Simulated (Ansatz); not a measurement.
Calculated with Ansatz (gas phase, PBE0-D4/def2-TZVP geometries, no zero-point term in ΔE). CBS: MP2 limit from def2 TZ/QZ plus the TZ coupled-cluster correction, frozen cores. This one scheme is used for every species. DFT in def2-TZVPP. B3LYP here is the variant with VWN-RPA as its local correlation; programs differ in this. HSE06 is defined as in plane-wave codes. For Ga, Se outer-core shells are correlated without core-valence functions, which leaves a few kJ/mol of doubt a bond. Scalar relativity is left out up to krypton. Each species was taken in one conformer, which may not be the lowest.

`C[Se]B(Cl)Cl` + `[CH3][GaH2]` → `[CH3][GaH][Se]C` + `ClBCl`  (formal exchange of groups at the Se–B bond)

```
             level  ΔE (kcal/mol)  difference from CCSD(T)/CBS
       LDA (SPW92)           -8.3                          3.3
         revPBE-D4           -9.2                          2.4
          B3LYP-D4          -11.7                         -0.1
          BHLYP-D4          -12.9                         -1.3
           ωB97X-V          -10.9                          0.7
            B2PLYP          -12.0                         -0.4
            revPBE          -11.0                          0.6
           r2SCAN0          -11.3                          0.3
             HSE06          -11.0                          0.6
SCS-MP2/def2-QZVPP          -11.2                          0.4
       CCSD(T)/CBS          -11.6                            0
```

Largest T1 diagnostic among the species: 0.012.

Leaving LDA and LC-ωPBE aside and taking each functional with its dispersion term where it has one, the values, not all of them listed here, spread over 5.1 kcal/mol, from BHLYP-D4 to B97M-V. LDA lies +2.1 kcal/mol from PBE without D4. From BLYP to BHLYP (50 % exact exchange), in def2-TZVPP and without D4, ΔE moves by −0.9 kcal/mol. In def2-TZVPP, CCSD(T) changes the Hartree–Fock value by +3.7 kcal/mol (the triples alone add +0.6 kcal/mol) and MP2 by +4.7 kcal/mol.
